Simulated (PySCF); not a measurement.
H5NSeSi. Atoms are numbered in the order given.

```xyz
8

Se     0.4857     0.5269     0.0000
N     -1.3245     1.1596     0.0000
H     -1.4141     1.7716     0.8243
H     -1.4141     1.7716    -0.8243
Si    -0.2360    -1.6549     0.0000
H      1.0004    -2.5159     0.0000
H     -1.0555    -1.9463     1.2258
H     -1.0555    -1.9463    -1.2258
```

Geometry: PBE-D3(BJ)/def2-SVP. One conformer was computed; it need not be the lowest.

Level of theory: HF/def2-TZVPD (PySCF).

Mulliken values depend strongly on the basis, most of all with diffuse functions as here. ESP charges are fitted to the potential on shells at 1.4 to 2.0 van der Waals radii. Atomic charges (e):

```tsv
atom	meta-Löwdin	Mulliken	ESP fit
Se1	0.00	-0.11	___
N2	-0.62	-0.55	-0.75
H3	0.22	0.25	0.36
H4	0.22	0.25	0.36
Si5	0.57	0.21	___
H6	-0.13	-0.04	___
H7	-0.13	0.00	___
H8	-0.13	0.00	___
```

Problem. Fill in the missing entries. (An estimate is asked for; the answer gives what the named calculation found.)

Solution. 
- Se1, ESP fit: -0.10
- Si5, ESP fit: 0.22
- H6, ESP fit: -0.03
- H7, ESP fit: -0.03
- H8, ESP fit: -0.03
